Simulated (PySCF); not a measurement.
Compound: C3H9N3Si2.
Geometry (GFN2-xTB, Å), atoms numbered from 1 in this order:
```xyz
17
C3H9N3Si2 angstrom
N      2.3433   -1.8986   -0.2767
C      2.0400   -0.9443   -0.8461
C      1.5777    0.2174   -1.4711
C      1.4926    1.4712   -0.5927
Si    -0.2176    0.7794   -1.0049
Si    -1.3810   -0.6087    0.4041
N     -2.6589    0.3518    1.0527
N     -0.2521   -1.1437    1.5901
H      1.9509    0.3508   -2.4781
H      1.8919    1.3497    0.4060
H      1.8671    2.3717   -1.0598
H     -0.7359    1.5020   -2.1724
H     -2.1045   -1.6667   -0.3196
H     -2.4318    1.1746    1.5872
H     -3.4387   -0.1161    1.4836
H     -0.5748   -1.6392    2.4071
H      0.6246   -1.5393    1.2806
```

Probes without a nucleus sit at each ring's centroid and 1 Å off its mean plane on both sides; NICS is minus the shielding there, NICSzz its component along the normal. Level: GIAO PBE0/pcSseg-1 (PySCF, non-relativistic, gas phase) on the GFN2-xTB geometry, one conformer.

Ring bond lengths (Å), with Mayer bond orders in brackets: C3–C4 1.533 (0.88), C4–Si5 1.890 (0.92), Si5–C3 1.938 (0.79).

Question: Give the NICS values of each ring in ppm.

Answer: 
| ring | type | NICS(0) | NICS(1), two faces | NICS(1)zz, two faces | rms pucker (Å) | centre to ring atoms, mean (Å) |
| --- | --- | --- | --- | --- | --- | --- |
| C3–C4–Si5 | 3-membered ring with Si; formal bonds all single | -31.1 | -8.9 / -9.3 | -19.3 / -20.4 | 0.00 | 1.03 |

Question: What can be read from them?

Answer: 
- C3–C4–Si5: mean NICS(1)zz -19.9 ppm, shielded. C3, C4, Si5 have four or more neighbours, and the NICS criterion for π rings isn't applied. NICS(0) lies 22 ppm below the mean NICS(1).

Question: At the second NICS(1) probe listed for ring C3–C4–Si5, 1 Å off the ring, how large is the induced field along the normal in 11.7 T applied along it?

Answer: NICSzz × B0 = -20.4 ppm × 11.7 T = -239 μT, against the applied field.

Question: List the ring angles and the Hirshfeld charges of the ring atoms.

Answer: 
- C3–C4–Si5: C3 64.8° (-0.100 e), C4 68.0° (-0.150 e), Si5 47.2° (+0.249 e); sum 180.0° against 180° for a flat convex ring.
